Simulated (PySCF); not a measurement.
Gas-phase equilibrium of 1 mol HCl, 13 mol O₂ at 600 K and 1.00 bar, among 14 species (ClO, O₂, HCl, O, HO₂, H₂O, H, HOCl, H₂O₂, O₃, H₂, Cl, Cl₂, OH). Only gases are allowed; each row takes one source of thermochemistry for all species, and Cantera finds the minimum.

Energies from PySCF (xtb for GFN2), thermal terms from the rigid-rotor harmonic-oscillator model, ideal gas at 1 bar. 'Table' is the NASA 1993 thermochemical table (part measured, part estimated). After a fit of one offset per element over all species, the range-separated, M06-2X, PBE0/def2-QZVP and CCSD(T)/def2-TZVPP enthalpies, where run, lie to one side of the table for O₃ (+19 kJ/mol): a fault of the table's entry, another state or a shared error of the levels is possible; this was not checked at source. S°(298 K) at PBE0/def2-TZVP differs from the NASA 1993 table for H₂O₂ (-8 J/mol/K); whether the harmonic model or the table's entry is off was not settled. † marks an energy on the PBE0/def2-TZVP geometry and frequencies; other levels use their own. Open shells (unrestricted) among the columns below: O₂ (multiplicity 3); the rest are closed-shell singlets. GFN2 has no spin-polarisation term. No R ln 2 is added for the mirror-image form of H₂O₂. The harmonic model lacks anharmonicity and excited electronic states, which grow with temperature; levels with a mode under 35 cm⁻¹ are left out. Strong static correlation: O₃. Internal rotation in H₂O₂ is treated as a harmonic vibration of one conformer, which makes the entropy rough. The table's entry may be an old estimate for HOCl (not checked at source). Warning, point group unlike the PBE0 one: H₂O₂ (GFN2-xTB).

Molecules larger than those listed are left out.

Mole fractions:

```json
[
 {"thermochemistry": "table", "x O₂": "0.93", "x O₃": "<1e-12", "x HCl": "0.0056", "x Cl₂": "0.034", "x H₂O": "0.034", "x HOCl": "2.3e-7", "x H₂O₂": "<1e-12"},
 {"thermochemistry": "GFN2-xTB", "x O₂": "4.4e-9", "x O₃": "0.89", "x HCl": "4.3e-8", "x Cl₂": "0.045", "x H₂O": "0.034", "x HOCl": "0.017", "x H₂O₂": "0.011"},
 {"thermochemistry": "PBE/def2-SVP", "x O₂": "0.93", "x O₃": "<1e-12", "x HCl": "0.067", "x Cl₂": "0.0024", "x H₂O": "0.0024", "x HOCl": "1.7e-8", "x H₂O₂": "<1e-12"},
 {"thermochemistry": "PBE/def2-TZVP†", "x O₂": "0.93", "x O₃": "<1e-12", "x HCl": "0.025", "x Cl₂": "0.023", "x H₂O": "0.023", "x HOCl": "2.5e-7", "x H₂O₂": "<1e-12"},
 {"thermochemistry": "PBE0/def2-TZVP", "x O₂": "0.93", "x O₃": "<1e-12", "x HCl": "0.029", "x Cl₂": "0.022", "x H₂O": "0.022", "x HOCl": "1.0e-7", "x H₂O₂": "<1e-12"},
 {"thermochemistry": "r2SCAN/def2-TZVP†", "x O₂": "0.93", "x O₃": "<1e-12", "x HCl": "0.047", "x Cl₂": "0.012", "x H₂O": "0.012", "x HOCl": "4.7e-8", "x H₂O₂": "<1e-12"},
 {"thermochemistry": "LDA/def2-TZVP†", "x O₂": "0.93", "x O₃": "3.5e-12", "x HCl": "0.0028", "x Cl₂": "0.035", "x H₂O": "0.035", "x HOCl": "4.5e-6", "x H₂O₂": "1.1e-12"}
]
```
The most sensitive of these is O₃: it spans a factor of 10^12.0 over these rows; at this temperature one factor of ten is RT ln 10 = 11 kJ/mol.
